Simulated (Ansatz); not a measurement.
Calculated with Ansatz (gas phase, PBE0-D4/def2-TZVP geometries, no zero-point term in ΔE). CCSD(T)/CBS adds triple-zeta CCSD(T) − MP2 to the extrapolated MP2 energy (def2 sets, frozen cores). Functionals use def2-TZVPP. HSE06 is defined as in plane-wave codes. For Br, Ga, Se outer-core shells are correlated without core-valence functions, which leaves a few kJ/mol of doubt a bond. Scalar relativity is left out up to krypton. Each species was taken in one conformer, which may not be the lowest.

Consider the redistribution: `[OH][Ga]([F])[Br]` + `SC=[Se]` → `[F][GaH][Br]` + `OC(S)=[Se]`.

CCSD(T)/CBS gives +75.1 kJ/mol.

Task: Another level gave +56.6 kJ/mol. Which?
A. LDA (SPW92)/def2-TZVPP
B. MP2/def2-TZVPP
C. HSE06-D4/def2-TZVPP
D. RPA@PBE/def2-TZVPP

Result: C. HSE06-D4 56.6, MP2/def2-TZVPP 82.1, LDA (SPW92) 40.2, RPA@PBE/def2-TZVPP 76.4 kJ/mol.

Task: What do rigid-rotor, harmonic-oscillator terms from PBE0-D4/def2-TZVP frequencies (298.15 K, 1 bar) make of the CCSD(T)/CBS value? (Estimate.)

Result: Ansatz gave: ΔZPE = -3.8 kJ/mol, ΔH = +70.0 kJ/mol, ΔS = -8 J/(mol·K), ΔG = +72.4 kJ/mol.

Largest T1 diagnostic among the species: 0.017.

In def2-TZVPP, CCSD(T) changes the Hartree–Fock value by +11.4 kJ/mol (the triples alone add +0.1 kJ/mol) and MP2 by +15.1 kJ/mol. At CCSD(T), def2-SVP lies −6.5 kJ/mol from the extrapolated value and def2-TZVPP +3.3 kJ/mol.
